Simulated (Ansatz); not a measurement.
Cost and result up the ladder for `CCCCCCCCCCCCCCCCCCS` (57 atoms). Total charge 0; singlet. Geometry: PBE-D4/def2-SVP.

```xyz
57

C     6.860   -0.842   -6.718
C     6.073   -1.062   -5.425
C     4.554   -1.055   -5.633
C     3.722   -1.325   -4.372
C     3.820   -0.237   -3.295
C     2.989   -0.508   -2.033
C     1.471   -0.511   -2.245
C     0.672   -0.727   -0.957
C    -0.845   -0.743   -1.174
C    -1.681   -0.996    0.088
C    -1.619    0.129    1.129
C    -2.437   -0.120    2.404
C    -3.953   -0.239    2.183
C    -4.796   -0.406    3.462
C    -5.294    0.896    4.115
C    -4.233    1.885    4.618
C    -3.356    1.355    5.754
C    -2.277    2.331    6.226
S    -2.892    3.901    6.963
H     7.955   -0.856   -6.543
H     6.609    0.136   -7.181
H     6.631   -1.627   -7.469
H     6.370   -2.032   -4.965
H     6.357   -0.282   -4.686
H     4.299   -1.816   -6.403
H     4.250   -0.076   -6.070
H     4.029   -2.302   -3.931
H     2.660   -1.453   -4.671
H     3.512    0.739   -3.735
H     4.882   -0.109   -2.996
H     3.239    0.256   -1.265
H     3.298   -1.484   -1.593
H     1.165    0.455   -2.709
H     1.189   -1.297   -2.980
H     0.983   -1.689   -0.488
H     0.946    0.064   -0.225
H    -1.087   -1.523   -1.930
H    -1.159    0.222   -1.633
H    -2.737   -1.158   -0.217
H    -1.355   -1.950    0.562
H    -1.959    1.079    0.655
H    -0.561    0.304    1.420
H    -2.225    0.700    3.122
H    -2.074   -1.050    2.899
H    -4.143   -1.108    1.517
H    -4.315    0.650    1.615
H    -4.228   -1.017    4.200
H    -5.696   -1.012    3.221
H    -5.944    1.423    3.382
H    -5.959    0.630    4.966
H    -3.590    2.217    3.772
H    -4.752    2.800    4.977
H    -2.842    0.421    5.435
H    -4.000    1.076    6.617
H    -1.571    2.576    5.404
H    -1.672    1.878    7.037
H    -3.284    4.488    5.798
```

Ansatz on 2 threads of AMD EPYC 7R13 on a shared host and a share (18 GiB) of an NVIDIA H100 80GB HBM3. Times are rough, and most runs start from the orbitals of an earlier one. ωB97M-V/def2-TZVP serves as the yardstick here, not as an exact answer. Differences are given only for rows in sets of like size (and for xTB, whose basis is part of the method), since another set adds its own error. Binding counts from free atoms at the same level (C triplet, S triplet, H doublet; other spins of the atoms weren't run), without zero-point energy or a counterpoise term.

B3LYP takes the VWN-RPA correlation. Correlated methods freeze 23 core orbitals. The rows differ in basis, and correlated rows in double-zeta sets carry the largest basis error. Single mean-field runs in def2-SVP, def2-TZVP are fitted with def2-universal-jkfit.

Correlated methods converge slowly with the basis, most of all in double-zeta sets.

```csv
level,functions,wall time
HF/6-31G,251,2.3 s
PBE-D4/def2-SVP,460,2.7 s
PBE0-D4/def2-SVP,460,2.8 s
B3LYP-D4/6-31G,251,3.3 s
PBE0-D4/def2-TZVP,823,3.5 s
MP2/def2-SVP,460,3.8 s
PBE-D4/def2-TZVP (with forces),823,6 s
B97M-V/def2-TZVP,823,7 s
r2SCAN-D4/def2-TZVP (with forces),823,7 s
ωB97M-V/def2-TZVP,823,8 s
```

Question: Estimate what each level gives for the binding energy per atom (eV).

Answer: 
```json
{"level": "HF/6-31G", "binding energy per atom (eV)": "3.02", "difference from ωB97M-V/def2-TZVP (eV)": "–"}
{"level": "PBE-D4/def2-SVP", "binding energy per atom (eV)": "4.28", "difference from ωB97M-V/def2-TZVP (eV)": "–"}
{"level": "PBE0-D4/def2-SVP", "binding energy per atom (eV)": "4.24", "difference from ωB97M-V/def2-TZVP (eV)": "–"}
{"level": "B3LYP-D4/6-31G", "binding energy per atom (eV)": "4.10", "difference from ωB97M-V/def2-TZVP (eV)": "–"}
{"level": "PBE0-D4/def2-TZVP", "binding energy per atom (eV)": "4.19", "difference from ωB97M-V/def2-TZVP (eV)": "0.03"}
{"level": "MP2/def2-SVP", "binding energy per atom (eV)": "4.04", "difference from ωB97M-V/def2-TZVP (eV)": "–"}
{"level": "PBE-D4/def2-TZVP (with forces)", "binding energy per atom (eV)": "4.24", "difference from ωB97M-V/def2-TZVP (eV)": "0.07"}
{"level": "B97M-V/def2-TZVP", "binding energy per atom (eV)": "4.16", "difference from ωB97M-V/def2-TZVP (eV)": "-0.01"}
{"level": "r2SCAN-D4/def2-TZVP (with forces)", "binding energy per atom (eV)": "4.17", "difference from ωB97M-V/def2-TZVP (eV)": "0.00"}
{"level": "ωB97M-V/def2-TZVP", "binding energy per atom (eV)": "4.17", "difference from ωB97M-V/def2-TZVP (eV)": "0.00"}
```
